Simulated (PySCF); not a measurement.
Cs₂F₂ (singlet). All numbers come from PySCF, PBE, basis Cs def2-TZVP with ECP46, F def2-TZVP (scalar-relativistic core potentials, no spin–orbit coupling, density fitting).

Harmonic bands of its minimum:

```tsv
ω (cm⁻¹)	IR (km/mol)
79	43.9
87	0.0
203	0.0
217	104
237	0.0
270	192
```

Q: Infer the point group and assign the bands.

A: D2h. The modes span b3u + 2ag + b3g + b2u + b1u: 79 b3u, 87 ag, 203 b3g, 217 b2u, 237 ag, 270 b1u. The computed geometry has Cs–F 2.628 Å (×4); Cs–F–Cs 102.0° (×2), F–Cs–F 78.0° (×2).

Other isomers or separated fragments may lie lower.
